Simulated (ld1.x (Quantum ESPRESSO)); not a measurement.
Before and after: PAW potential for copper (Cu)

| Quantity | Value |
| --- | --- |
| Element | Cu |
| Generator | ld1.x (Quantum ESPRESSO) 7.5 |
| Type | PAW |
| Functional | PBE |
| Relativity | scalar-relativistic |
| Frozen core | [Ar] |
| Valence charge | 11 |
| Reference configuration | 3d10 4s0.5 4p0 (charge +0.5) |
| Partial waves | 4s (bound): rcut 1.90, rcutus 2.40 bohr; 4s channel at 0.2 Ry: rcut 1.90, rcutus 2.40 bohr; 4p (bound, empty): rcut 2.40, rcutus 2.75 bohr; 4p channel at 1.05 Ry: rcut 2.40, rcutus 2.75 bohr; 3d (bound): rcut 1.20, rcutus 1.50 bohr; 3d channel at 2.6 Ry: rcut 1.20, rcutus 1.50 bohr |
| Local potential | all-electron potential smoothed inside 1.55 bohr (lloc = -2) |
| Core correction | Bessel-smoothed model core, default radius (core density twice the valence density) |
| Augmentation charge | PSQ, radius 1.25 bohr |

Change: local potential all-electron potential smoothed inside 2.72 bohr (lloc = -2).

Cutoffs: the cutoffs (Ry, on a coarse ladder) from which the occupation-weighted sum of valence levels, in a spherical-Bessel basis at the reference potential, stays within 10 and 1 mRy of its value at 400 Ry; they do not see the model core or the augmentation charge, which bear on the density cutoff. Errors are all-electron minus pseudo energies relative to the spin-unpolarised reference configuration.

Problem. Predict the effect on cutoff, ghosts and configuration errors.

Solution. The potential gets neither clearly harder nor softer (50 Ry and 80 Ry → 50 Ry and 80 Ry); the number of tests that count goes from 7 to 6; of the 6 tests that both files solve, the error grows in 2 and shrinks in 0 by more than 15 % and 0.3 meV (median size 63.6 → 64.3 meV); neither file shows a bound ghost at the reference potential, the only one tested.

| quantity | base | changed |
| --- | --- | --- |
| cutoff, loose | 50 Ry | 50 Ry |
| cutoff, tight | 80 Ry | 80 Ry |
| bound ghosts | none | none |
| tests counted (converged, no solver errors) | 7 of 7 | 6 of 7 |
| error for 3d10 4s1 4p0, meV [ΔE -3.16 eV] | -0.6 | -1.0 |
| error for 3d10 4s0 4p0, meV [ΔE 4.99 eV] | -1.9 | -2.5 |
| error for 3d9 4s0 4p0, meV [ΔE 26.32 eV] | -65 | -66 |
| error for 3d9 4s2 4p0, meV [ΔE -1.19 eV] | -71 | -73 |
| error for 3d9 4s1 4p1, meV [ΔE 3.65 eV] | -66 | -67 |
| error for 3d9 4s1 4p0, meV [ΔE 8.42 eV] | -62 | -62 |
| s: phases at 3.01 bohr within 0.05 rad from the reference energy up to (Ry; the scan ends near 5) | 2.4 | 2.5 |
| p: phases at 3.01 bohr within 0.05 rad from the reference energy up to (Ry; the scan ends near 5) | 3.1 | 3.1 |
| d: phases at 3.01 bohr within 0.05 rad from the reference energy up to (Ry; the scan ends near 5) | to the end of the scan | 4.7 |
| lowest overlap eigenvalue by channel | s 0.38, p 0.64, d 0.15 | s 0.42, p 0.72, d 0.17 |

Changed file: Tests not counted: 3d7 4s0 4p0 (solver errors, printed error -767 eV).
